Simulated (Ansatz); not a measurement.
```xyz
9

O     0.912   -1.352    0.256
C     0.612   -0.025    0.455
F     0.308    0.200    1.796
Ge   -0.974    0.437   -0.652
H     1.755   -1.557    0.676
H     1.469    0.628    0.241
H    -1.373    1.887   -0.342
H    -2.112   -0.525   -0.296
H    -0.595    0.306   -2.134
```

The species carries charge 0 and has multiplicity 1.

(1) List the CAM-B3LYP/def2-TZVPP orbital energies in eV (Ansatz 0.2.0). (An estimate is asked.)

Results:

(1) The calculation gave: Occupied: -10852.08, -1356.35, -1207.30, -1207.29, -1207.29, -673.31, -523.31, -282.26, -171.16, -121.45, -121.44, -121.44, -35.12, -35.03, -35.03, -34.96, -34.95, -34.88, -31.00, -20.87, -17.55, -17.16, -16.04, -14.58, -13.30, -12.12, -11.22, -11.11, -10.88, -9.72. Lowest empty: 1.48, 1.98, 2.21, 2.46, 2.81, 3.71, 4.18, 5.54.
